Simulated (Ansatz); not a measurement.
Ansatz (an electronic-structure program) input for Ge(Me)(NH2)3 (CH9GeN3), SMILES [NH2][Ge]([NH2])([CH3])[NH2], PBE-D3(BJ)/def2-SVP. 

Ansatz 0.2 input:
```yaml
crystal:
  periodic: [false, false, false]
  atoms:
    - {symbol: C, position_ang: [1.80658135, -0.68595587, -0.00000001]}
    - {symbol: Ge, position_ang: [-0.00773067, -0.00295623, -0.00000000]}
    - {symbol: N, position_ang: [-0.23784540, 0.90430648, 1.58582234]}
    - {symbol: N, position_ang: [-1.28629120, -1.30219288, -0.00000000]}
    - {symbol: N, position_ang: [-0.23784542, 0.90430650, -1.58582232]}
    - {symbol: H, position_ang: [2.54480461, 0.13040401, -0.00000002]}
    - {symbol: H, position_ang: [1.97038202, -1.30619812, 0.89251652]}
    - {symbol: H, position_ang: [1.97038201, -1.30619812, -0.89251656]}
    - {symbol: H, position_ang: [-1.07460224, 1.47834609, 1.64685622]}
    - {symbol: H, position_ang: [0.55810561, 1.46415928, 1.87951817]}
    - {symbol: H, position_ang: [-1.85540390, -1.36881235, 0.83660767]}
    - {symbol: H, position_ang: [-1.85540392, -1.36881234, -0.83660765]}
    - {symbol: H, position_ang: [0.55810558, 1.46415931, -1.87951815]}
    - {symbol: H, position_ang: [-1.07460227, 1.47834611, -1.64685617]}
basis:
  gaussian:
    orbitals: def2-SVP
hamiltonian:
  xc: pbe
  dispersion: d3bj
relax: {f_tol: 0.002, max_steps: 200}
```

Output:

```
WARN ansatz: RAYON_NUM_THREADS=1 ignored (pool sized by the plan → 1); use --threads N
Functional definition: PBE
integrals: 0.09 GiB planned
1547 factors; their error is unknown
mean field: 0.46 GiB planned
mean field evaluation 1: about -62120.8461 eV, gradient 1.1e2 eV
mean field evaluation 2: about -62071.6317 eV, gradient 1.8e2 eV
mean field evaluation 4: about -62145.7824 eV, gradient 1.5e1 eV
mean field evaluation 8: about -62146.3339 eV, gradient 2.5e-1 eV
mean field evaluation 16: about -62146.2517 eV, gradient 1.3e-4 eV
mean field -62146.25169070 eV, -2283.8326253910 hartree, gradient 3.1e-5 eV, S^2 0.000000; 0 other end points of the search recorded, 0 dependent functions left out
the calculation of the forces begins
reference -62146.25173259 eV, -2283.8326269302 hartree; 34, 34 occupied and 99, 99 virtual orbitals, 1547 factors
relax step   1: F+E_penalty+E_count = -62146.54177642 eV  Δ(F+E_penalty+E_count) = +0.000e0 eV  max|allowed force component| = 3.167e-1 eV/Å  Δτ_max = 0.0000 Å  (30 SCF iters, accepted)
these checks for a lower state are left out or cut short: starts, cluster_reference, orbital_swaps, neighbouring_geometries, increment
integrals: 0.09 GiB planned
1547 factors; their error is unknown
mean field: 0.46 GiB planned
mean field -62146.27922008 eV, -2283.8336370769 hartree, gradient 7.6e-6 eV, S^2 0.000000; 0 other end points of the search recorded, 0 dependent functions left out
the calculation of the forces begins
reference -62146.27926219 eV, -2283.8336386243 hartree; 34, 34 occupied and 99, 99 virtual orbitals, 1547 factors
relax step   2: F+E_penalty+E_count = -62146.56754762 eV  Δ(F+E_penalty+E_count) = -2.577e-2 eV  max|allowed force component| = 1.749e-1 eV/Å  Δτ_max = 0.0202 Å  (32 SCF iters, accepted)
these checks for a lower state are left out or cut short: starts, cluster_reference, orbital_swaps, neighbouring_geometries, increment
integrals: 0.09 GiB planned
1547 factors; their error is unknown
mean field: 0.46 GiB planned
mean field evaluation 32: about -62146.2872 eV, gradient 1.1e-3 eV
mean field -62146.28721547 eV, -2283.8339309021 hartree, gradient 8.0e-6 eV, S^2 0.000000; 0 other end points of the search recorded, 0 dependent functions left out
the calculation of the forces begins
reference -62146.28725766 eV, -2283.8339324525 hartree; 34, 34 occupied and 99, 99 virtual orbitals, 1547 factors
relax step   3: F+E_penalty+E_count = -62146.57469567 eV  Δ(F+E_penalty+E_count) = -7.148e-3 eV  max|allowed force component| = 7.525e-2 eV/Å  Δτ_max = 0.0155 Å  (31 SCF iters, accepted)
these checks for a lower state are left out or cut short: starts, cluster_reference, orbital_swaps, neighbouring_geometries, increment
integrals: 0.09 GiB planned
1547 factors; their error is unknown
mean field: 0.46 GiB planned
mean field -62146.28950010 eV, -2283.8340148606 hartree, gradient 8.5e-6 eV, S^2 0.000000; 0 other end points of the search recorded, 0 dependent functions left out
the calculation of the forces begins
reference -62146.28954218 eV, -2283.8340164072 hartree; 34, 34 occupied and 99, 99 virtual orbitals, 1547 factors
relax step   4: F+E_penalty+E_count = -62146.57743322 eV  Δ(F+E_penalty+E_count) = -2.738e-3 eV  max|allowed force component| = 7.840e-2 eV/Å  Δτ_max = 0.0339 Å  (31 SCF iters, accepted)
these checks for a lower state are left out or cut short: starts, cluster_reference, orbital_swaps, neighbouring_geometries, increment
integrals: 0.09 GiB planned
1547 factors; their error is unknown
mean field: 0.46 GiB planned
mean field -62146.28960280 eV, -2283.8340186347 hartree, gradient 8.0e-6 eV, S^2 0.000000; 0 other end points of the search recorded, 0 dependent functions left out
the calculation of the forces begins
reference -62146.28964486 eV, -2283.8340201804 hartree; 34, 34 occupied and 99, 99 virtual orbitals, 1547 factors
relax step   5: F+E_penalty+E_count = -62146.57766356 eV  Δ(F+E_penalty+E_count) = -2.303e-4 eV  max|allowed force component| = 6.568e-2 eV/Å  Δτ_max = 0.0082 Å  (33 SCF iters, accepted)
these checks for a lower state are left out or cut short: starts, cluster_reference, orbital_swaps, neighbouring_geometries, increment
integrals: 0.09 GiB planned
1547 factors; their error is unknown
mean field: 0.46 GiB planned
mean field -62146.28976213 eV, -2283.8340244900 hartree, gradient 1.6e-5 eV, S^2 0.000000; 0 other end points of the search recorded, 0 dependent functions left out
the calculation of the forces begins
reference -62146.28980419 eV, -2283.8340260358 hartree; 34, 34 occupied and 99, 99 virtual orbitals, 1547 factors
relax step   6: F+E_penalty+E_count = -62146.57779003 eV  Δ(F+E_penalty+E_count) = -1.265e-4 eV  max|allowed force component| = 6.053e-3 eV/Å  Δτ_max = 0.0019 Å  (25 SCF iters, accepted)
these checks for a lower state are left out or cut short: starts, cluster_reference, orbital_swaps, neighbouring_geometries, increment
integrals: 0.09 GiB planned
1547 factors; their error is unknown
mean field: 0.46 GiB planned
mean field evaluation 64: about -62146.2898 eV, gradient 7.0e-6 eV
mean field -62146.28978357 eV, -2283.8340252780 hartree, gradient 7.0e-6 eV, S^2 0.000000; 0 other end points of the search recorded, 0 dependent functions left out
the calculation of the forces begins
reference -62146.28982564 eV, -2283.8340268239 hartree; 34, 34 occupied and 99, 99 virtual orbitals, 1547 factors
relax step   7: F+E_penalty+E_count = -62146.57779614 eV  Δ(F+E_penalty+E_count) = -6.110e-6 eV  max|allowed force component| = 5.302e-3 eV/Å  Δτ_max = 0.0016 Å  (24 SCF iters, accepted)
these checks for a lower state are left out or cut short: starts, cluster_reference, orbital_swaps, neighbouring_geometries, increment
integrals: 0.09 GiB planned
1547 factors; their error is unknown
mean field: 0.46 GiB planned
mean field -62146.28978737 eV, -2283.8340254177 hartree, gradient 8.5e-6 eV, S^2 0.000000; 0 other end points of the search recorded, 0 dependent functions left out
the calculation of the forces begins
reference -62146.28982944 eV, -2283.8340269636 hartree; 34, 34 occupied and 99, 99 virtual orbitals, 1547 factors
relax step   8: F+E_penalty+E_count = -62146.57780239 eV  Δ(F+E_penalty+E_count) = -6.251e-6 eV  max|allowed force component| = 8.253e-4 eV/Å  Δτ_max = 0.0008 Å  (23 SCF iters, accepted)
integrals: 0.09 GiB planned
1547 factors; their error is unknown
mean field: 0.46 GiB planned
mean field -62146.28978737 eV, -2283.8340254177 hartree, gradient 8.4e-6 eV, S^2 0.000000; 1 other end points of the search recorded, 0 dependent functions left out
the calculation of the forces begins
reference -62146.28982944 eV, -2283.8340269636 hartree; 34, 34 occupied and 99, 99 virtual orbitals, 1547 factors
Total energy: -62146.57784446 eV, -2283.8446113204 hartree
Atom 0 at     1.820863    -0.691394    -0.000000 Å, force    -0.000033    -0.000489    -0.000000 eV/Å
Atom 1 at    -0.009562    -0.008177     0.000000 Å, force     0.000116     0.000715     0.000000 eV/Å
Atom 2 at    -0.250131     0.892860     1.616431 Å, force    -0.000289    -0.000532    -0.000565 eV/Å
Atom 3 at    -1.278088    -1.348625    -0.000000 Å, force    -0.000825     0.000144    -0.000000 eV/Å
Atom 4 at    -0.250131     0.892860    -1.616431 Å, force    -0.000289    -0.000532     0.000565 eV/Å
Atom 5 at     2.561881     0.132827    -0.000000 Å, force    -0.000096     0.000207     0.000000 eV/Å
Atom 6 at     1.984334    -1.315781     0.899191 Å, force     0.000069     0.000022     0.000025 eV/Å
Atom 7 at     1.984334    -1.315781    -0.899191 Å, force     0.000069     0.000022    -0.000025 eV/Å
Atom 8 at    -1.079770     1.498545     1.629220 Å, force    -0.000051     0.000288     0.000037 eV/Å
Atom 9 at     0.555743     1.476715     1.871838 Å, force     0.000173    -0.000010    -0.000199 eV/Å
Atom 10 at    -1.868405    -1.353203     0.837719 Å, force     0.000518    -0.000056     0.000131 eV/Å
Atom 11 at    -1.868405    -1.353203    -0.837719 Å, force     0.000518    -0.000056    -0.000131 eV/Å
Atom 12 at     0.555743     1.476715    -1.871838 Å, force     0.000173    -0.000010     0.000199 eV/Å
Atom 13 at    -1.079770     1.498545    -1.629220 Å, force    -0.000051     0.000288    -0.000037 eV/Å
Dipole moment:    -0.084779     0.515899    -0.000000 e Å
```

The run converged.

Cost: very roughly 60 core-seconds.
